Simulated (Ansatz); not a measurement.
Conformers of F₂H₂OSeZr, SMILES `[OH][Zr]([F])([F])[SeH]`, each relaxed with PBE0-D4/def2-TZVP in Ansatz. CBS adds the triple-zeta coupled-cluster correction to the MP2 limit.

Elements past krypton have def2 core potentials. Outer-core shells of Se, Zr are correlated without core-valence functions. Scalar relativity is left out up to krypton. Spin–orbit coupling is left out.

Not all of them had a frequency check.

Conformer A:

```xyz
7

O    -1.228   -0.010    1.392
Zr   -0.035   -0.391   -0.026
F     1.365   -1.555    0.518
F    -0.916   -1.214   -1.494
Se    0.934    1.904   -0.736
H    -1.855    0.054    2.108
H     1.735    1.212   -1.762
```

Conformer B:

Cartesian coordinates in Å:
```
O 0.499 1.208 -0.773
Zr -0.118 0.112 0.643
F 1.152 0.016 2.050
F -1.728 0.785 1.391
Se -0.531 -2.262 -0.325
H 0.816 1.897 -1.351
H -0.089 -1.755 -1.634
```

**Question.** Which is lowest in electronic energy at CCSD(T)/CBS (frozen core, def2 sets), and by how much? (Estimate.)

**Answer.** Computed: A; B lies 2.3 kJ/mol higher.

**Question.** Give the energies relative to A (kJ/mol) with r2SCAN-D4/def2-TZVPP, B3LYP-D4/def2-TZVPP, ωB97M-V/def2-TZVPP, B3LYP/def2-TZVPP, HF/def2-TZVPP, CCSD/def2-TZVPP, CCSD(T)/def2-TZVPP. (Estimate.)

**Answer.** Computed: 
```csv
level,B
r2SCAN-D4/def2-TZVPP,2.0
B3LYP-D4/def2-TZVPP,2.3
ωB97M-V/def2-TZVPP,2.1
B3LYP/def2-TZVPP,2.4
HF/def2-TZVPP,2.2
CCSD/def2-TZVPP,2.3
CCSD(T)/def2-TZVPP,2.3
```

B3LYP here is the variant with VWN-RPA as its local correlation; programs differ in this.
